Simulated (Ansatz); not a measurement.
Input for Ansatz (a quantum-chemistry and plane-wave program): R-r2SCAN/def2-TZVPPD on C2H6FN (a complex), monomers drawn apart or pushed together. Files ending in .json are basis or fitting sets from the Basis Set Exchange.

Ansatz 0.2 input:
```yaml
crystal:
  periodic: [false, false, false]
  atoms:
    - {symbol: C, position_ang: [-0.87117176, 0.98217052, 0.08530888]}
    - {symbol: N, position_ang: [-0.11875750, 0.13958578, 0.64317204]}
    - {symbol: C, position_ang: [0.56416924, -0.86247084, -0.15016902]}
    - {symbol: H, position_ang: [-1.37650676, 1.72740964, 0.69348369]}
    - {symbol: H, position_ang: [-1.04150251, 0.99873208, -0.99527204]}
    - {symbol: H, position_ang: [0.34360864, -0.78095898, -1.21971435]}
    - {symbol: H, position_ang: [1.63898639, -0.76360373, 0.00986895]}
    - {symbol: H, position_ang: [0.27397852, -1.85130364, 0.20846698]}
    - {symbol: F, position_ang: [0.29785868, 0.20672150, 3.87989962]}
    - {symbol: H, position_ang: [0.17689091, 0.18415784, 2.92289319]}
basis:
  gaussian:
    orbitals: def2-TZVPPD.json
hamiltonian:
  xc: {name: r2SCAN}
scf: {lower_state_search: off}
```

The log:

```
WARN ansatz: RAYON_NUM_THREADS=1 ignored (pool sized by the plan → 1); use --threads N
Functional definition: r2SCAN
these checks for a lower state are left out or cut short: stability, starts, cluster_reference, orbital_swaps, neighbouring_geometries, increment
integrals: 0.13 GiB planned
1078 factors; their error is unknown
mean field: 1.19 GiB planned
mean field evaluation 1: about -6368.9618 eV, gradient 6.5e1 eV
mean field evaluation 2: about -6357.4920 eV, gradient 9.8e1 eV
mean field evaluation 4: about -6377.4290 eV, gradient 7.0e0 eV
mean field evaluation 8: about -6377.4955 eV, gradient 6.6e-1 eV
mean field evaluation 16: about -6377.4960 eV, gradient 8.0e-6 eV
mean field -6377.49600731 eV, -234.3686554466 hartree, gradient 9.8e-6 eV, S^2 0.000000; 0 other end points of the search recorded, 0 dependent functions left out
reference -6377.49602474 eV, -234.3686560870 hartree; 17, 17 occupied and 236, 236 virtual orbitals, 1078 factors
Total energy: -6377.49602474 eV, -234.3686560870 hartree
Checks for a lower state left out: stability, starts, cluster_reference, orbital_swaps, neighbouring_geometries, increment
```

The calculation finished and met its thresholds.

Cost: around 1.6 core-seconds (rough).
